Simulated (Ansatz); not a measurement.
Relaxation of FH5O3SZr (11 atoms, charge 0, multiplicity 1), to a largest force component of 0.03 eV/Å in at most 50 steps.

Theory: RKS B3LYP-D4/def2-SVP (Ansatz).

```xyz
11
Properties=species:S:1:pos:R:3
Zr -0.178 -0.251 0.130
F -0.113 -0.022 2.083
O 1.611 -0.448 -0.569
H 2.401 -0.558 -1.099
O -1.175 1.170 -0.703
H -1.564 1.903 -1.181
O -1.126 -1.899 -0.166
H -1.620 -2.669 -0.448
S 1.681 2.676 1.558
H 2.752 1.865 1.406
H 1.026 1.748 2.342
```

Where does it end, and by what steps?

It converged. The force dipped under the threshold on the way, but the program's further checks kept it going. After 19 steps the energy has fallen by 0.046 eV; S9 moved furthest, 0.46 Å. Joined: Zr1–S9 (3.75 → 3.14 Å).

```
step  energy less start (eV)  largest force component (eV/Å)  accepted
   0                  0.0000                           0.434       yes
   1                 -0.0121                           0.183       yes
   2                 -0.0152                           0.026       yes
   3                 -0.0184                           0.108       yes
   4                 -0.0133                           0.591        no
   5                 -0.0230                           0.088       yes
   6                 -0.0255                           0.229       yes
   7                 -0.0282                           0.198       yes
   8                 -0.0290                           0.232       yes
   9                 -0.0308                           0.180       yes
  10                 -0.0354                           0.133       yes
  11                 -0.0359                           0.417       yes
  12                 -0.0114                           0.912        no
  13                 -0.0415                           0.107       yes
  14                 -0.0346                           0.582        no
  15                 -0.0437                           0.079       yes
  16                 -0.0451                           0.094       yes
  17                 -0.0452                           0.097       yes
  18                 -0.0457                           0.061       yes
  19                 -0.0459                           0.030       yes
```

```xyz
11
Properties=species:S:1:pos:R:3
Zr -0.085 -0.126 0.219
F -0.193 -0.176 2.163
O 1.736 -0.299 -0.497
H 2.222 -0.891 -1.080
O -1.190 1.230 -0.609
H -1.604 1.913 -1.137
O -0.894 -1.803 -0.281
H -1.480 -2.515 -0.538
S 1.437 2.406 1.281
H 2.589 1.702 1.271
H 1.159 2.071 2.561
```

Whether the end is a true minimum wasn't checked by a vibrational analysis.

The run took 48 s on 4 threads of Arm Neoverse V2, on a shared host, peak memory 0.34 GiB.
